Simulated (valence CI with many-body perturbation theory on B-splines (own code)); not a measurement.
## Ru³⁸⁺: electric-dipole lines

Method: configuration interaction combined with many-body perturbation theory (CI+MBPT): four valence electrons over a frozen Dirac-Fock core [He], a basis of 11 s, 11 p, 10 d, 8 f, 5 g, 2 h functions for each j, with the one-electron correlation potential Σ1 (screened to all orders), the two-electron term Σ2, the three-electron term Σ3, Breit, model QED; selected single and double excitations, second order for the rest, scaled by the run's own slope (own B-spline code, finite nucleus).

The last digits are not significant, and no measured levels were compared; by estimate large intervals hold to a few tenths of a per cent, small ones and those within an open d or f shell to about a per cent. Among the levels kept, up to 900 cm⁻¹ of a level comes from second order outside the variational space, and about a tenth of that is noise between levels of different J, which matters for small intervals.

Lines 151 to 200 of 550 in falling wavelength, among levels below 31254 × 10³ cm⁻¹, chosen from the strongest by gf and those to the six lowest levels. Wavelengths and rates use the calculated energies. Electric multipoles are in the length gauge, E1 and E2 with the static RPA response of the core. Weak lines are less certain than strong ones. Lines between different terms over intervals too small for the method are left out, as are lines whose strength nearly cancels. The highest levels of a list are the least certain.

Levels are named by their leading jj configuration (3d3/2^4 stands for four electrons in 3d with j = 3/2), which in mixed levels can hold well under half, so a name can repeat and another be missing. Letters in brackets count levels of one name in rising energy.

```
λ vac (nm)                           Upper                           Lower   A (s⁻¹)  log gf  Branch %
     6.177           (2p1/2^2 2p3/2^2) J=2          (2s 2p1/2 2p3/2^2) J=3  5.00e+10   -0.84      14.8
     5.209      (2s 2p3/2^2 3p3/2) J=3 [a]          (2s^2 2p3/2 3p3/2) J=2  3.10e+10   -1.05       0.1
     4.965   (2p1/2 2p3/2^2 3p3/2) J=2 [a]  (2s 2p1/2 2p3/2 3p3/2) J=1 [c]  4.94e+10   -1.04       0.1
     4.939          (2s 2p3/2^2 3d5/2) J=5          (2s^2 2p3/2 3d5/2) J=4  2.83e+10   -0.94      85.9
     4.885       (2p1/2 2p3/2^2 3d5/2) J=4  (2s 2p1/2 2p3/2 3d5/2) J=3 [c]  4.31e+10   -0.86       7.9
     4.855          (2s 2p3/2^2 3p3/2) J=4          (2s^2 2p3/2 3p3/2) J=3  2.93e+10   -1.03      19.9
     4.848       (2p1/2 2p3/2^2 3d3/2) J=2  (2s 2p1/2 2p3/2 3d3/2) J=2 [c]  4.81e+10   -1.07       0.2
     4.842      (2p1/2 2p3/2^2 3s) J=2 [a]     (2s 2p1/2 2p3/2 3s) J=1 [c]  5.70e+10   -1.00       0.3
     4.826          (2s 2p3/2^2 3p1/2) J=3          (2s^2 2p3/2 3p1/2) J=2  3.57e+10   -1.06       0.1
     4.813   (2p1/2 2p3/2^2 3p3/2) J=3 [a]  (2s 2p1/2 2p3/2 3p3/2) J=2 [c]  5.50e+10   -0.87       0.1
     4.766      (2s 2p1/2 2p3/2^2) J=2 [a]          (2s^2 2p1/2 2p3/2) J=1  4.82e+10   -1.09      95.8
     4.660   (2p1/2 2p3/2^2 3p1/2) J=2 [a]  (2s 2p1/2 2p3/2 3p1/2) J=1 [b]  5.30e+10   -1.06       0.2
     4.531          (2s 2p1/2 2p3/2^2) J=3          (2s^2 2p1/2 2p3/2) J=2  3.87e+10   -1.08      87.1
     4.526   (2p1/2 2p3/2^2 3p1/2) J=2 [b]  (2s 2p1/2 2p3/2 3p1/2) J=1 [c]  8.22e+10   -0.90       0.1
     4.521       (2p1/2 2p3/2^2 3p3/2) J=4  (2s 2p1/2 2p3/2 3p3/2) J=3 [c]  8.51e+10   -0.63       0.2
     4.517      (2s 2p3/2^2 3p3/2) J=2 [a]          (2s^2 2p3/2 3p3/2) J=1  5.50e+10   -1.08       0.1
     4.492          (2p1/2 2p3/2^2 3s) J=3     (2s 2p1/2 2p3/2 3s) J=2 [c]  6.96e+10   -0.83       0.1
     4.427       (2p1/2 2p3/2^2 3p1/2) J=3  (2s 2p1/2 2p3/2 3p1/2) J=2 [c]  8.04e+10   -0.78       0.3
     4.374             (2p1/2 2p3/2^3) J=1      (2s 2p1/2 2p3/2^2) J=1 [b]  1.35e+11   -0.93      26.0
     4.359   (2p1/2 2p3/2^2 3p3/2) J=2 [b]  (2s 2p1/2 2p3/2 3p3/2) J=1 [d]  7.01e+10   -1.00       0.2
     4.221  (2s 2p1/2 2p3/2 3d5/2) J=3 [c]          (2s^2 2p1/2 3d5/2) J=2  1.16e+11   -0.66       0.2
     4.214  (2s 2p1/2 2p3/2 3d5/2) J=4 [c]          (2s^2 2p1/2 3d5/2) J=3  1.21e+11   -0.54       0.3
     4.197      (2s 2p3/2^2 3p3/2) J=3 [b]          (2s^2 2p3/2 3p3/2) J=2  5.19e+10   -1.02       0.2
     4.188  (2s 2p1/2 2p3/2 3p3/2) J=3 [c]          (2s^2 2p1/2 3p3/2) J=2  1.46e+11   -0.57       0.6
     4.178                (2s 2p3/2^3) J=2              (2s^2 2p3/2^2) J=2  1.86e+11   -0.61      94.4
     4.141  (2s 2p1/2 2p3/2 3p3/2) J=2 [c]          (2s^2 2p1/2 3p3/2) J=1  1.73e+11   -0.65       0.7
     4.140      (2s 2p3/2^2 3d5/2) J=2 [b]          (2s^2 2p3/2 3d5/2) J=1  9.12e+10   -0.93       0.4
     4.134  (2s 2p1/2 2p3/2 3d3/2) J=3 [c]          (2s^2 2p1/2 3d3/2) J=2  1.22e+11   -0.66       0.9
     4.131      (2s 2p3/2^2 3d5/2) J=3 [c]          (2s^2 2p3/2 3d5/2) J=3  9.96e+10   -0.75       0.0
     4.130                   (2p3/2^4) J=0                (2s 2p3/2^3) J=1  6.27e+11   -0.80      93.2
     4.118           (2p1/2^2 2p3/2^2) J=2          (2s 2p1/2^2 2p3/2) J=1  1.06e+11   -0.87      31.4
     4.114  (2s 2p1/2 2p3/2 3d3/2) J=2 [d]          (2s^2 2p1/2 3d3/2) J=1  1.51e+11   -0.72       0.1
     4.113  (2s 2p1/2 2p3/2 3d3/2) J=1 [d]          (2s^2 2p1/2 3d3/2) J=1  1.30e+11   -1.01       0.1
     4.112  (2s 2p1/2 2p3/2 3p1/2) J=2 [c]          (2s^2 2p1/2 3p1/2) J=1  1.55e+11   -0.71       0.6
     4.103     (2s 2p1/2 2p3/2 3s) J=1 [b]             (2s^2 2p1/2 3s) J=0  1.13e+11   -1.07       0.4
     4.099   (2p1/2 2p3/2^2 3p3/2) J=2 [c]  (2s 2p1/2 2p3/2 3p3/2) J=2 [d]  1.22e+11   -0.81       0.3
     4.095  (2s 2p1/2 2p3/2 3p1/2) J=1 [b]          (2s^2 2p1/2 3p1/2) J=1  2.13e+11   -0.79       1.1
     4.090      (2s 2p3/2^2 3d5/2) J=3 [c]      (2s 2p1/2 2p3/2 3p1/2) J=3  5.88e+10   -0.99       0.0
     4.089  (2s 2p1/2 2p3/2 3d5/2) J=3 [d]          (2s^2 2p1/2 3d5/2) J=3  1.88e+11   -0.48       0.1
     4.086             (2p1/2 2p3/2^3) J=2      (2s 2p1/2 2p3/2^2) J=2 [b]  2.41e+11   -0.52      53.7
     4.081   (2p1/2 2p3/2^2 3p3/2) J=3 [b]  (2s 2p1/2 2p3/2 3p3/2) J=3 [b]  8.35e+10   -0.84       0.2
     4.080  (2s 2p1/2 2p3/2 3p1/2) J=1 [c]          (2s^2 2p1/2 3p1/2) J=0  1.81e+11   -0.87       0.7
     4.069     (2s 2p1/2 2p3/2 3s) J=2 [c]             (2s^2 2p1/2 3s) J=1  1.56e+11   -0.71       1.1
     4.066  (2s 2p1/2 2p3/2 3p3/2) J=2 [d]          (2s^2 2p1/2 3p3/2) J=2  2.00e+11   -0.61       0.8
     4.065   (2p1/2 2p3/2^2 3p1/2) J=1 [b]  (2s 2p1/2 2p3/2 3p1/2) J=2 [c]  1.61e+11   -0.92       0.4
     4.062  (2s 2p1/2 2p3/2 3d3/2) J=2 [c]          (2s^2 2p1/2 3d3/2) J=2  1.69e+11   -0.68       0.2
     4.045     (2s 2p1/2 2p3/2 3s) J=1 [c]             (2s^2 2p1/2 3s) J=1  1.71e+11   -0.90       0.8
     4.044       (2p1/2^2 2p3/2 3d5/2) J=4          (2s 2p1/2^2 3d5/2) J=3  7.63e+10   -0.77      17.0
     4.039  (2s 2p1/2 2p3/2 3d5/2) J=2 [d]          (2s^2 2p1/2 3d5/2) J=3  2.57e+11   -0.50       0.2
     4.034      (2s 2p3/2^2 3p3/2) J=2 [c]          (2s^2 2p3/2 3p3/2) J=2  1.63e+11   -0.70       7.5
```

**Question.** How does gf follow from A for the line at 4.359 nm?

**Answer.** gf = 1.4992 × (2J+1)_upper × A / σ², with σ = 2294130 cm⁻¹ and 2J+1 = 5: gf = 0.0998.
